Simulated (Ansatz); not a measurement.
Mulliken charges of `[SH][In][SH]` radical from B3LYP/def2-TZVPP in Ansatz (PBE0-D4/def2-TZVP geometry).

| atom | x (Å) | y (Å) | z (Å) | charge (e) |
| --- | --- | --- | --- | --- |
| S1 | -1.587 | -1.358 | -0.236 | -0.357 |
| In2 | 0.077 | -0.566 | 1.353 | 0.513 |
| S3 | 1.628 | 1.163 | 0.628 | -0.357 |
| H4 | -1.138 | -0.524 | -1.191 | 0.101 |
| H5 | 1.070 | 1.212 | -0.596 | 0.101 |

**Question.** By hand: the dipole of these point charges (1 e Å = 4.8032 D).

**Answer.** Σ q r = (0.018, -0.151, 0.374) e Å, of length 0.404 e Å = 1.94 D.

**Question.** How does the dipole of the full density compare? (Estimate.)

**Answer.** The calculation gave: (0.006, -0.051, 0.126) e Å, 0.65 D; the point charges give 2.98 times that, at 0° from its direction.

Point charges leave out the atoms' own dipoles, such as those of lone pairs, and Mulliken's split depends on the basis, so the two needn't agree.

B3LYP here is the variant with VWN-RPA as its local correlation; programs differ in this.
